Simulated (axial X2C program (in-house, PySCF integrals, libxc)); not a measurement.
# What spin–orbit coupling does to RbCl⁺

All values were computed with an axial X2C code built on PySCF integrals. Spin-free means the one-electron spin-free X2C Hamiltonian; two-component (2c) means X2C with spin–orbit coupling and atomic mean-field two-electron Coulomb and Gaunt terms, so the difference of the two also holds small scalar two-electron terms. Basis: Rb dyall-cv3z [12s13p8d4f1g], Cl dyall-av3z [9s8p3d2f] (cores contracted in-house); Gaussian nuclei, density fitting, unrestricted open shells. Masses: Rb 84.912 u, Cl 34.969 u.

Spin-free state: M_S = 1/2, Λ = 1 (beyond evenly filled blocks: π+α, π+β, π-α); fragments Rb+ + Cl.

```
  level  Re (Å)  ωe (cm⁻¹)  De (eV)  μ (D)
   PBE0   3.437       76.6    0.084  -3.76
     HF   3.609       63.6      n/a  -4.18
    MP2   3.427       80.0    0.176    n/a
   CCSD   3.461       76.9    0.179    n/a
CCSD(T)   3.448       78.3    0.164    n/a
 PBEsol   3.365       83.0    0.131  -3.55
```

Correlated methods: 15 electrons correlated (number of frozen shells: Rb 3 s, 2 p, 1 d; Cl 2 s, 1 p), 261 virtual spin orbitals or spinors in MP2, 90 natural virtuals in coupled cluster.

Dipoles are positive if Cl is the positive end and refer to the centre of mass.

Problem. Within this multiplet, which Ω should lie lowest by the rule for regular and inverted multiplets?

Solution. The open π shell holds three electrons, one hole, so the multiplet is inverted: Ω = Λ + 1/2 = 3/2. The PBE0 2c search agrees, though Ω = 1/2 of the search lies only 0.07 eV higher.

Two-component determinant lowest at the distance of the search:

Ω = 3/2 (⟨Sz⟩ = 0.50, ⟨Lz⟩ = 1.00 at HF); fragments Rb+ + Cl.

```csv
level,Re (Å),ωe (cm⁻¹),De (eV),μ (D)
PBE0,3.437,76.7,0.117,-3.76
HF,3.609,63.6,n/a,-4.18
MP2,3.427,80.0,0.177,n/a
CCSD,3.461,77.0,0.180,n/a
CCSD(T),3.448,78.3,0.165,n/a
PBEsol,3.364,83.1,0.165,-3.55
```

Problem. From the two tables, how do the constants change at the CCSD(T) level (2c against spin-free)?

Solution. At the CCSD(T) level Re is unchanged within 0.001 Å and ωe is unchanged to within 0.2 cm⁻¹; De changes by 0.001 eV.

Occupations by symmetry block were frozen at the best pattern of an incomplete PBE0 search. Dissociation energies refer to the lowest single-determinant-based atoms at the same level and basis. Density functionals use the spin component along the axis (collinear). Coupled cluster ran in a truncated set of natural virtual spinors; the MP2 energy of the rest was added. (T) has no such correction and the atoms are truncated less, which lowers De at CCSD(T) by a hundredth of an eV or more. The 2c atoms are single determinants rather than J levels; their spin–orbit lowering is only partly caught, and De is too large by that part. This holds for PBE0, PBEsol. PBE0 can misorder states that lie within some tenths of an eV, so this need not be the ground state of the molecule. The nearest other spin-free determinant of the search, M_S = 1/2, Λ = 0, lies 0.13 eV up at the distance of the search. The functionals have no current-density term, which raises determinants with orbital currents, atoms included. The atomic limit has a lower orbital projection than the molecule and lies lower at mean-field level, so De may be about a tenth of an eV too small.
